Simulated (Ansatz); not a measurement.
Relaxation of GaH$_{4}$N (6 atoms, charge 0, multiplicity 1), to a largest force component of 0.02 eV/Å in at most 40 steps.

These are results of Ansatz 0.2.0, RKS BHLYP/def2-mTZVP, not measurements.

```xyz
6
Properties=species:S:1:pos:R:3:forces:R:3
Ga 0.000 0.000 0.000 1.12 0.00 -0.65
H 0.000 0.000 1.570 0.07 -0.01 -0.03
N 1.671 0.000 -0.965 -0.07 0.00 0.04
H 2.138 -0.918 -1.217 -0.60 2.50 0.31
H 2.123 0.918 -1.243 -0.57 -2.50 0.36
H -1.360 0.000 -0.785 0.05 0.01 -0.04
```

**Question.** Where does it end, and by what steps?

**Answer.** The run converged. After 8 steps the energy has fallen by 0.897 eV; H4 moved furthest, 0.95 Å.

```csv
step,energy less start (eV),largest force component (eV/Å),accepted
0,0.0000,2.496,yes
1,-0.2569,0.647,yes
2,-0.3045,0.143,yes
3,-0.4193,1.091,yes
4,-0.6020,1.434,yes
5,-0.8003,0.450,yes
6,-0.8922,0.192,yes
7,-0.8962,0.132,yes
8,-0.8972,0.005,yes
```

```xyz
6
Properties=species:S:1:pos:R:3
Ga 0.018 0.000 -0.011
H 0.041 -0.559 1.445
N 1.590 0.001 -0.918
H 2.457 -0.330 -0.542
H 1.700 0.331 -1.857
H -1.233 0.557 -0.758
```

Whether the end is a true minimum wasn't checked by a vibrational analysis.

Run time: 11 s on 2 threads of Arm Neoverse V1 (shared host), peak memory 0.12 GiB.
